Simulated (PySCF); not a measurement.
PySCF 2.14 output of an unrestricted r2SCAN calculation on a single atom or ion in pcseg-2 (6s4p3d2f1g, 56 functions), with the non-relativistic Hamiltonian (point nucleus):

```
SCF conv_tol = 1e-09
number electrons alpha = 11  beta = 10
    J. W. Furness, A. D. Kaplan, J. Ning, J. P. Perdew, and J. Sun.,  J. Phys. Chem. Lett. 11, 8208-8215 (2020)
    J. W. Furness, A. D. Kaplan, J. Ning, J. P. Perdew, and J. Sun.,  J. Phys. Chem. Lett. 11, 9248-9248 (2020)
    J. W. Furness, A. D. Kaplan, J. Ning, J. P. Perdew, and J. Sun.,  J. Phys. Chem. Lett. 11, 8208-8215 (2020)
    J. W. Furness, A. D. Kaplan, J. Ning, J. P. Perdew, and J. Sun.,  J. Phys. Chem. Lett. 11, 9248-9248 (2020)
cycle= 1 E= -760.570157809598  delta_E= -0.0076  |g|= 0.0202  |ddm|= 0.289
cycle= 2 E= -760.572822549226  delta_E= -0.00266  |g|= 0.0225  |ddm|= 0.178
cycle= 3 E= -760.573635761377  delta_E= -0.000813  |g|= 0.0186  |ddm|= 0.0493
cycle= 4 E= -760.575665783761  delta_E= -0.00203  |g|= 0.00755  |ddm|= 0.238
cycle= 5 E= -760.575713705514  delta_E= -4.79e-05  |g|= 0.00679  |ddm|= 0.0365
cycle= 6 E= -760.57570440678  delta_E= 9.3e-06  |g|= 0.00527  |ddm|= 0.0292
cycle= 7 E= -760.575743924377  delta_E= -3.95e-05  |g|= 0.000905  |ddm|= 0.0318
cycle= 8 E= -760.575746254569  delta_E= -2.33e-06  |g|= 0.000337  |ddm|= 0.00544
cycle= 9 E= -760.575746369489  delta_E= -1.15e-07  |g|= 3.2e-05  |ddm|= 0.00105
cycle= 10 E= -760.575746373091  delta_E= -3.6e-09  |g|= 4.9e-06  |ddm|= 0.000268
cycle= 11 E= -760.575746373176  delta_E= -8.54e-11  |g|= 7.46e-07  |ddm|= 3.87e-05
converged SCF energy = -760.575746373176  <S^2> = 1.245025  2S+1 = 2.4454243
```

The run itself started from symmetry-adapted Hartree-Fock orbitals and held the occupation by maximum overlap, on a logarithmic radial grid, so the iterations belong to that start.

Question: Which element, charge and spin multiplicity is this?

Answer: Sc (scandium, neutral), multiplicity 2; the state was [Ar] 3d1 4s2, 2D determinant.

⟨L²⟩ = 7.76 against 6 for a pure D term, so this real determinant mixes terms. ⟨S²⟩ = 1.25 against 0.75 shows spin contamination. The s, p, d and f populations moved away from the nominal configuration during the SCF.
